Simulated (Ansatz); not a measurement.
Program: Ansatz. Geometries: PBE0-D4/def2-TZVP. ΔE: electronic, gas phase. CCSD(T)/CBS is the MP2 limit (def2-TZVPP, def2-QZVPP) plus CCSD(T) − MP2 in def2-TZVPP, frozen cores. Functionals use def2-TZVPP. B3LYP here is the variant with VWN-RPA as its local correlation; programs differ in this. Each species was taken in one conformer, which may not be the lowest.

Reaction (redistribution): `C[SiH](C)[SiH2]Cl` + `N[SiH2]CO` → `N[SiH2][SiH2]Cl` + `C[SiH](C)CO`

`C[SiH](C)[SiH2]Cl`:

```xyz
14

C    -1.019    1.248   -0.930
Si   -0.575   -0.230    0.132
C    -0.005    0.294    1.838
Si    1.147   -1.426   -0.912
Cl    2.772   -0.144   -1.078
H    -1.796    1.848   -0.450
H    -1.388    0.937   -1.910
H    -0.143    1.884   -1.085
H    -1.752   -1.143    0.248
H     0.901    0.901    1.768
H     0.215   -0.572    2.466
H    -0.775    0.888    2.336
H     1.607   -2.608   -0.135
H     0.810   -1.878   -2.288
```

`N[SiH2]CO`:

```xyz
11

N     0.394   -0.589    1.395
Si    0.878    0.096   -0.122
C    -0.734    0.588   -0.964
O    -1.693   -0.447   -0.809
H     0.895   -1.389    1.747
H     0.126    0.016    2.156
H     1.572   -0.995   -0.854
H     1.786    1.276   -0.014
H    -1.107    1.541   -0.557
H    -0.583    0.750   -2.035
H    -1.536   -0.847    0.056
```

`N[SiH2][SiH2]Cl`:

Z-matrix (Å, degrees):
```
Si
Si 1 2.342
N 1 1.718 2 105.7
H 1 1.495 2 108.2 3 -125.3
H 1 1.488 2 110.9 3 117.7
Cl 2 2.076 1 106.4 3 45.5
H 2 1.485 1 113.6 3 163.4
H 2 1.485 1 113.3 3 -71.8
H 3 1.008 1 118.9 2 -45.8
H 3 1.007 1 120.6 2 170.4
```

`C[SiH](C)CO`:

```xyz
15

C     0.807   -1.301    0.824
Si   -0.410   -0.308   -0.201
C    -1.697    0.506    0.889
C     0.537    1.016   -1.169
O     1.618    0.495   -1.937
H     0.288   -2.071    1.400
H     1.345   -0.663    1.531
H     1.542   -1.812    0.195
H    -1.079   -1.225   -1.169
H    -2.404    1.092    0.296
H    -1.231    1.176    1.616
H    -2.270   -0.242    1.443
H    -0.137    1.498   -1.883
H     0.880    1.814   -0.491
H     2.211    0.027   -1.344
```

```csv
species,B3LYP energy (Eh)
`C[SiH](C)[SiH2]Cl`,-1121.01275
`N[SiH2]CO`,-461.91508
`N[SiH2][SiH2]Cl`,-1097.73692
`C[SiH](C)CO`,-485.18632
```

Question: Work out ΔE.

Answer: ΔE = (-1097.73692) + (-485.18632) − (-1121.01275) − (-461.91508) = 0.00459 Eh = +0.12 eV. CCSD(T)/CBS gives +0.13 eV.

Largest T1 diagnostic among the species: 0.011.

In def2-TZVPP, CCSD(T) changes the Hartree–Fock value by +0.06 eV (the triples alone add +0.01 eV) and MP2 by +0.07 eV.
